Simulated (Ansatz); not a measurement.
Zr4O15H14⁺, a hydroxylated oxide cluster. Charge 1, multiplicity 2. Geometry PBE-D4/def2-SVP, that of the neutral singlet; atoms count from 1.

```xyz
33

Zr    0.644    0.160    0.661
Zr   -2.208    0.009   -1.201
Zr    1.603    0.065   -2.835
Zr    0.747   -0.855    4.063
O    -2.405   -0.717   -3.048
O    -3.595   -0.835   -0.105
O     0.233   -0.931   -3.762
O    -2.870    1.839   -1.350
O    -0.079    0.885   -1.426
O    -1.268    0.793    1.251
O    -0.677   -1.302   -0.407
O    -0.560    0.598    4.020
O     3.264   -0.586   -3.600
O     1.620    2.002   -3.259
O     2.113   -0.486   -0.831
O     1.523    1.834    1.101
O     1.112   -1.058    2.129
O    -0.066   -2.482    4.757
O     2.353   -0.337    5.033
H    -3.069   -0.634   -3.752
H    -4.437   -0.775    0.366
H    -0.757   -0.946   -3.674
H    -2.955    2.692   -0.899
H    -0.064    1.846   -1.614
H    -1.913    0.136    1.580
H    -0.884   -2.180   -0.041
H    -0.933    1.049    3.229
H     4.001   -1.003   -4.064
H     2.161    2.535   -3.862
H     2.937   -0.957   -0.616
H     1.880    2.717    1.259
H    -0.455   -3.179    5.299
H     3.003    0.102    5.596
```

In the def2 sets Zr takes a core potential; there is no spin–orbit coupling. Single mean-field runs in def2-TZVP are fitted with def2-universal-jkfit.

**Question.** Estimate the Mulliken populations of the heavy atoms from the PBE0/def2-TZVP orbitals of Ansatz.

**Answer.** 
```
atom  charge (e)  spin (α − β)  d electrons
 Zr1        1.74         -0.03         1.60
 Zr2        1.70         -0.04         1.69
 Zr3        1.83         -0.05         1.69
 Zr4        1.78         -0.04         1.74
  O5       -0.80          0.03            –
  O6       -0.71          0.07            –
  O7       -0.61          0.25            –
  O8       -0.70          0.04            –
  O9       -0.94          0.02            –
 O10       -0.73          0.19            –
 O11       -0.78          0.08            –
 O12       -0.65          0.18            –
 O13       -0.72          0.06            –
 O14       -0.73          0.07            –
 O15       -0.86          0.01            –
 O16       -0.72          0.03            –
 O17       -0.81          0.01            –
 O18       -0.75          0.04            –
 O19       -0.72          0.11            –
```
Mulliken values depend strongly on the basis.

**Question.** Where does the spin sit?

**Answer.** Summed by element: Zr -0.16, O 1.19, H -0.03, of 1 unpaired in all. Largest on single atoms: O7 0.25, O10 0.19, O12 0.18.

**Question.** And the Mayer bond orders between heavy atoms (over 0.3)?

**Answer.** Zr1–O10 0.59 (2.10 Å); Zr1–O11 0.39 (2.24 Å); Zr1–O15 0.38 (2.19 Å); Zr1–O16 1.04 (1.94 Å); Zr1–O17 0.99 (1.96 Å); Zr2–O5 0.80 (1.99 Å); Zr2–O6 0.95 (1.96 Å); Zr2–O8 1.03 (1.95 Å); Zr2–O11 0.47 (2.17 Å); Zr3–O7 0.91 (1.93 Å); Zr3–O13 0.98 (1.94 Å); Zr3–O14 0.92 (1.98 Å); Zr3–O15 0.47 (2.14 Å); Zr4–O12 0.88 (1.95 Å); Zr4–O17 0.85 (1.98 Å); Zr4–O18 0.91 (1.95 Å); Zr4–O19 0.88 (1.95 Å).
